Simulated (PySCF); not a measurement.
**C₆ coefficients of unlike pairs at UHF**

Calculated with PySCF 2.14 from the dipole response of each species, C₆(A,B) = (3/π) ∫ α_A(iu) α_B(iu) du, in atomic units, from isotropic polarisabilities. For ions this is the dispersion term alone; charge-induced terms of lower order in 1/R come first.

```csv
species,configuration,basis,relativity,α (bohr³),C₆ (like pair)
O²⁺,[He] 2s2 2p2 (3P),def2-TZVPPD (6s4p3d1f),none,1.788,2.330
Re⁺,[Xe] 4f14 5d5 6s1 (7S),aug-cc-pVTZ-PP with ECP60MDF (6s6p5d3f2g),core potential,37.88,324.6
Bi⁺,[Xe] 4f14 5d10 6s2 6p2 (3P),aug-cc-pwCVTZ-PP with ECP60MDF (8s7p6d4f1g),core potential,27.61,260.1
O³⁺,[He] 2s2 2p1 (2P),aug-cc-pCVQZ-DK (9s8p6d4f2g),spin-free X2C,1.414,1.325
```

Task: Estimate C₆ for Bi⁺ with O²⁺.

Result: The integral gives 23.32. The combination rule 2 C_A C_B / (C_A α_B/α_A + C_B α_A/α_B) gives 22.94 and the geometric mean 24.62.

No spin-orbit coupling is included, so Bi⁺, close to jj coupling, stand for model states.

The other pairs:

```csv
pair,C₆
"Re⁺, O²⁺",24.69
"O³⁺, Bi⁺",17.84
"O³⁺, O²⁺",1.754
"O³⁺, Re⁺",18.98
"Bi⁺, Re⁺",287.1
```
